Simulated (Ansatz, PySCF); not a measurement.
Spin states of CrF2 (SMILES [F][Cr][F]), each relaxed with B3LYP-D3(BJ)/def2-TZVP.
State 1 (charge 0, multiplicity 5):
```xyz
3

Cr     0.3215     0.2261     0.1509
F     -0.3791     1.1361    -1.2038
F      0.0244    -1.3148     0.9825
```
State 2 (charge 0, multiplicity 1):
```xyz
3

Cr     0.304     0.215     0.142
F     -0.366     1.117    -1.177
F      0.029    -1.284     0.965
```

Singlets are restricted, other states unrestricted; no spin–orbit coupling, no relativity up to Kr; see below for the cores. The largest T1 diagnostic is 0.044.

Correlated levels freeze the inner cores; with def2 sets outer-core shells near the valence are correlated too. CBS: X⁻³ extrapolation of the correlation energy, Hartree–Fock from the larger set.

Codes used: Ansatz (an electronic-structure program); PySCF for the dispersion terms. Values without a source in brackets are computed.

```csv
level,energy of the multiplicity-1 state less that of the multiplicity-5 state (eV)
BLYP/def2-TZVPP,___
r2SCAN-D3(BJ)/def2-TZVPP,3.299
B3LYP/def2-TZVPP,___
PBE0/def2-TZVPP,3.319
PBE0-D3(BJ)/def2-TZVPP,3.319
PBE0-D4/def2-TZVPP,3.319
B2PLYP-D3(BJ)/def2-TZVPP,2.928
CCSD(T)/def2-TZVPP,2.933
"CCSD(T)/CBS(def2-SVP, def2-TZVPP)",2.874
```

**Question.** Some entries are withheld; supply them.

**Answer.** 
- BLYP/def2-TZVPP, energy of the multiplicity-1 state less that of the multiplicity-5 state (eV): 2.408
- B3LYP/def2-TZVPP, energy of the multiplicity-1 state less that of the multiplicity-5 state (eV): 2.807

Doubts at one or more of the structures used: a restricted determinant that unrestricted orbitals would lower (B2PLYP-D3(BJ)/def2-TZVPP, CCSD(T)/def2-TZVPP, CCSD(T)/CBS(def2-SVP, def2-TZVPP)).
